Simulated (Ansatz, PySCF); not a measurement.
H6O3Si2, SMILES O[SiH2][SiH](O)O. Atoms are numbered in the order given.

```xyz
11

O      1.0891     1.6290     0.5656
Si     1.3544     0.3193    -0.4721
Si    -0.5892    -0.8489     0.0508
O     -1.0558    -0.1206     1.4737
O     -1.6451    -0.6016    -1.2168
H      1.7345     2.3430     0.5777
H      1.4788     0.7696    -1.8913
H      2.6252    -0.3889    -0.1198
H     -0.4810    -2.3071     0.3298
H     -0.6642     0.7605     1.5697
H     -2.5114    -1.0174    -1.1478
```

The structure is a stationary point at ωB97X-D3(BJ)/def2-SVP. Other conformers were not sampled.

Vertical ionisation energy (IE) and electron affinity (EA) in eV. Rows of orbital energies are one-electron estimates. Where ΔSCF, EOM or ADC give a negative EA the extra electron is unbound and the value depends on the basis.

```
level                                                                        IE     EA
------------------------------------------------------------------------  -----  -----
−ε(HOMO), −ε(LUMO), HF/def2-TZVP (PySCF)                                  10.91  -2.49
−ε(HOMO), −ε(LUMO), PBE/def2-TZVP (PySCF)                                   ___    ___
ΔSCF, CAM-B3LYP/def2-SVPD (Ansatz), final states of multiplicity 2 and 2  10.25  -0.86
ΔSCF, PBE/def2-SVPD (Ansatz), final states of multiplicity 2 and 2         9.70  -0.51
```

Task: What belongs in the gaps? (Estimate from the structure and the level; the computed values follow.)

Result: 
- −ε(HOMO), −ε(LUMO), PBE/def2-TZVP (PySCF), IE: 6.68
- −ε(HOMO), −ε(LUMO), PBE/def2-TZVP (PySCF), EA: 1.45

Task: What vertical singlet–triplet gap does ΔSCF give with CAM-B3LYP/def2-SVPD (Ansatz, an electronic-structure program) and with PBE/def2-SVPD (Ansatz)? (Estimate from the structure and the level; the computed values follow.)

Result: 5.77 and 5.07 eV (triplet above singlet where positive).
